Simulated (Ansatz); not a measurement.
Geometry optimisation, Ansatz, UKS PBE0-D4/STO-3G.

input.yaml

```yaml
crystal:
  periodic: [false, false, false]
  atoms:
    - { symbol: "N", position_ang: [-0.6456, -1.6625, 1.3921] }
    - { symbol: Si, position_ang: [-0.7261, -0.5373, 0.1171] }
    - { symbol: "N", position_ang: [-0.3682, -1.54, -1.1588] }
    - { symbol: F, position_ang: [-2.0843, 0.113, -0.052] }
    - { symbol: O, position_ang: [0.4593, 0.5568, 0.3392] }
    - { symbol: C, position_ang: [0.4809, 1.7088, -0.4985] }
    - { symbol: S, position_ang: [1.8455, 2.8164, 0.0003] }
    - { symbol: H, position_ang: [-1.3671, -1.3044, 2.0363] }
    - { symbol: H, position_ang: [0.1916, -1.4614, 1.9084] }
    - { symbol: H, position_ang: [-1.1318, -2.155, -1.2494] }
    - { symbol: H, position_ang: [0.3904, -2.1526, -0.7844] }
    - { symbol: H, position_ang: [0.6856, 1.4019, -1.519] }
    - { symbol: H, position_ang: [-0.5074, 2.2824, -0.4574] }
    - { symbol: H, position_ang: [2.7642, 1.9047, -0.0452] }
magnetization:
  spin_polarized: true
basis:
  gaussian: { orbitals: STO-3G }
hamiltonian:
  xc: pbe0
  dispersion: d4
relax:
  f_tol: 0.02
  max_steps: 40
```

Command:

```bash
$ ansatz run input.yaml --threads 1 --pin off --max-ram 2048MiB --backend cpu --events-out ev --progress --plain --runs-dir out
```

Problem. Where does it end, and by what steps?

Solution. It converged. Limits of this set-up: minimal basis. After 24 steps the energy has fallen by 1.386 eV; H10 moved furthest, 0.91 Å.

```tsv
step	energy less start (eV)	largest force component (eV/Å)	accepted
0	0.0000	4.606	yes
1	-1.0752	2.468	yes
2	-1.2555	0.753	yes
3	-1.3085	0.372	yes
4	-1.3307	0.145	yes
5	-1.3366	0.115	yes
6	-1.3423	0.157	yes
7	-1.3449	0.103	yes
8	-1.3499	0.132	yes
9	-1.3521	0.207	yes
10	-1.3554	0.268	yes
11	-1.3607	0.157	yes
12	-1.3582	0.481	no
13	-1.3653	0.071	yes
14	-1.3688	0.333	yes
15	-1.3721	0.207	yes
16	-1.3777	0.049	yes
17	-1.3834	0.152	yes
18	-1.3466	0.840	no
19	-1.3843	0.049	yes
20	-1.3855	0.084	yes
21	-1.3832	0.291	no
22	-1.3860	0.029	yes
23	-1.3862	0.026	yes
24	-1.3863	0.009	yes
```

```xyz
14
Properties=species:S:1:pos:R:3
N -0.402 -1.515 1.696
Si -0.753 -0.513 0.314
N -0.171 -1.208 -1.178
F -2.346 -0.236 0.109
O 0.056 0.937 0.658
C 0.440 1.670 -0.534
S 2.002 2.568 -0.273
H -1.198 -2.109 2.008
H -0.111 -0.961 2.527
H -0.924 -1.494 -1.836
H 0.429 -2.044 -1.033
H 0.527 0.988 -1.409
H -0.318 2.445 -0.783
H 2.756 1.442 -0.238
```

Run time: 3.3 min on 1 thread of Arm Neoverse V1, with other jobs on the host, peak memory 0.25 GiB.
